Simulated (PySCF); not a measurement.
**[NiF4]2-: what the settings change**

The complex [NiF4]2- (charge -2) contains Ni(II), shell d8. The structure is a PBE0-D3(BJ)/def2-TZVP, IEF-PCM water geometry optimised for multiplicity 3; coordination tetrahedral, point group C2v, metal–donor distances 1.91 Å.

```
5

Ni    0.0000    0.0000    0.0000
F     1.2662    1.2662    0.6999
F    -1.2662   -1.2662    0.6999
F    -1.0992    1.0992   -1.1153
F     1.0992   -1.0992   -1.1153
```

Method (PySCF 2.14, density fitting): CASSCF(8,5) with orbitals averaged over all microstates of the shell, strongly contracted NEVPT2 on the averaged canonical orbitals; basis x2c-TZVPall on the metal, x2c-SVPall elsewhere; spin-free X2C; IEF-PCM water; spin-orbit coupling by state interaction with the mean-field operator over all roots.

Base run: NEVPT2 ground state 3B2 (from 3T1), next 3B1 (from 3T1) at 2265, then 3A2 (from 3T1) at 3640 cm⁻¹, 10Dq(CASSCF) 3212, B(CASSCF) 1269, ζ 646 cm⁻¹, D -69.72 cm⁻¹, g 2.385 2.472 2.861, μeff(300 K) 3.83 μB.

What happens with the basis x2c-TZVPall on all atoms?

NEVPT2 ground state 3B2 (from 3T1), next 3B1 (from 3T1) at 2284, then 3A2 (from 3T1) at 3566 cm⁻¹, 10Dq(CASSCF) 3152, B(CASSCF) 1270, ζ 646 cm⁻¹, D -66.58 cm⁻¹, g 2.397 2.486 2.856, μeff(300 K) 3.84 μB. It took 9.7 s against 4.3 s on a shared host of the same kind.

What happens with orbitals averaged over the highest spin alone?

NEVPT2 ground state 3B2 (from 3T1), next 3B1 (from 3T1) at 2224, then 3A2 (from 3T1) at 3581 cm⁻¹, 10Dq(CASSCF) 3204, B(CASSCF) 1274, ζ 648 cm⁻¹, D -70.85 cm⁻¹, g 2.392 2.480 2.877, μeff(300 K) 3.85 μB.

NEVPT2 lifts 3A1 (from 3T2) from 2822 to 3661 cm⁻¹; on the d shell alone such lifts tend to overshoot.
